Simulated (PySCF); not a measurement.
## NMR data sheet: C$_{6}$H$_{10}$OSi$_{2}$

```yaml
Formula: C6H10OSi2
SMILES: C#C[C@@H]1C(=O)[SiH2][C@@H]1[SiH2]C
Point_group_of_the_computed_structure: C1
Degrees_of_unsaturation: 4
Carbon_signals: 6
Proton_signals: 8
```

Structure with atom numbers: `[CH:1]#[C:2][C@@H:3]1[C:4](=[O:5])[SiH2:6][C@@H:7]1[SiH2:8][CH3:9]`. Each H is labelled by its parent atom. Ha(Si6) is cis to C2 on the ring; Ha(Si8) is pro-R; Hb(Si8) is pro-S; Hb(Si6) is trans to C2 on the ring.

[PySCF 2.14.0 with density-fitted response routines: shielding tensors at PBE0/pcSseg-1 (GIAO); GFN2-xTB geometry; non-relativistic Hamiltonian; one averaged value for each set of equivalent atoms; a single conformation; gas phase]

Chemical shifts δ = σref − σ; ¹H and ¹³C and ²⁹Si against TMS; ¹⁷O against H2O, all at this level.

```tsv
carbon	δC, type	δH (multiplicity)	HMBC from (2–3 bonds)	span of the C tensor (ppm)
C1	85.3, CH	2.15 (d)	H(C3)	193
C2	84.7, C	–	H(C3), H(C1), H(C7)	290
C3	59.3, CH	4.26 (m)	Hb(Si6), Ha(Si6), Hb(Si8), Ha(Si8), H(C1), H(C7)	78
C4	239.3, C	–	Hb(Si6), Ha(Si6), H(C3), H(C7)	206
C7	3.0, CH	1.42 (m)	Hb(Si6), Ha(Si6), Hb(Si8), Ha(Si8), H(C3), H(C9)	33
C9	-7.6, CH3	0.33 (m)	Hb(Si8), Ha(Si8), H(C7)	7
```

Other nuclei:
| atoms | nucleus | environment | δ (ppm) | σ (ppm) |
| --- | --- | --- | --- | --- |
| Hb(Si6) | ¹H | hydrogen on a silicon bonded to 2 C, in a 4-membered ring | 5.25 | 26.47 |
| Ha(Si6) | ¹H | hydrogen on a silicon bonded to 2 C, in a 4-membered ring | 5.05 | 26.67 |
| Hb(Si8) | ¹H | hydrogen on a silicon bonded to 2 C | 4.73 | 26.98 |
| Ha(Si8) | ¹H | hydrogen on a silicon bonded to 2 C | 4.34 | 27.38 |
| Si6 | ²⁹Si | silicon bonded to 2 C, 2 H, in a 4-membered ring | -19.6 | 368.7 |
| Si8 | ²⁹Si | silicon bonded to 2 C, 2 H | -44.2 | 393.4 |
| O5 | ¹⁷O | carbonyl oxygen | 846.8 | -510.7 |

Carbon types of the structure: 2 × C, 3 × CH, 1 × CH3, leaving 4 H on heteroatoms. δC 239.3: carbonyl carbon. δC 85.3: terminal alkyne carbon; the triple bond shields along its axis, which puts it between sp3 and sp2 carbons. δC 84.7: alkyne carbon; the triple bond shields along its axis, which puts it between sp3 and sp2 carbons. δC 3.0: sp3 CH bonded to 2 Si; an electropositive neighbour leaves it electron-rich and shielded. δH 2.15: hydrogen on a terminal alkyne carbon; it lies on the axis of the triple bond, in its shielding cone.

Shifts are as computed. Against solution values, carbons near 30 ppm lie about +3 ppm off and those near 130 ppm about +5 ppm. Of 1211 compounds with measured shifts, 218 miss one by over three times the rms of a fit or turn the order of signals round; such compounds aren't used in these exercises. Unscaled 17O shifts of doubly bonded oxygen tend to come out too high, by tens of ppm or more. Experimental scales use liquid or dissolved standards, which lie at an offset from isolated H2O (liquid H2O: subtract about 36 ppm). Multiplicities follow the n + 1 count of equivalent neighbours, as no J values were calculated; m marks all less simple cases, F and P coupling included.
